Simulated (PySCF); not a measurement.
**Spin-rotation constants: `F[B-](F)(F)[PH+]1C=CC=C1`, C₄H₅BF₃P**

Geometry (Å), atoms numbered from 1 in this order:
```xyz
14

F     1.9614   -0.4637    1.4245
B     2.3769   -0.2407    0.1696
F     2.8458   -1.3066   -0.4878
F     3.0350    0.9059   -0.0319
P     0.4059    0.1274   -0.7910
C    -0.6011    1.3541    0.0397
C    -1.6584    0.7536    0.6207
C    -1.7802   -0.6542    0.3299
C    -0.8168   -1.1430   -0.4756
H     0.2476    0.4186   -2.1380
H    -0.3248    2.3891    0.1386
H    -2.3789    1.2622    1.2409
H    -2.5952   -1.2395    0.7245
H    -0.7181   -2.1636   -0.8012
```

Computed with PySCF 2.14.0, GIAO CAM-B3LYP/pcSseg-1 magnetisability, rotational g tensor and spin-rotation constants, non-relativistic, gas phase. Geometry: GFN2-xTB.

(1) Give the nuclear spin-rotation constants along the inertial axes (H = +C I·J) beside the isotropic shieldings.

## Answers

(1) Rotational constants 2.6303, 0.9271, 0.8673 GHz. A star marks the isotopologue with that one atom substituted, in its own axes.
```tsv
atom	isotope	Caa (kHz)	Cbb (kHz)	Ccc (kHz)	mean (kHz)	σ (ppm)
F1	19F	2.274	1.250	0.665	1.396	299.0
B2	11B	0.564	0.180	0.175	0.306	96.9
F3	19F	2.113	0.940	1.069	1.374	294.8
F4	19F	2.115	0.940	1.070	1.375	294.8
P5	31P	3.881	1.203	1.428	2.171	363.3
H10	1H	-0.262	-0.105	0.048	-0.106	26.6
H11	1H	-0.285	0.097	-0.098	-0.095	25.0
H12	1H	-0.015	-0.029	-0.057	-0.034	24.3
H13	1H	-0.015	-0.029	-0.057	-0.034	24.3
H14	1H	-0.285	0.097	-0.098	-0.095	25.0
C6	13C*	0.704	0.456	0.188	0.449	47.6
C7	13C*	0.872	0.467	0.194	0.511	28.5
```
For the geometry as given, no vibrational averaging.
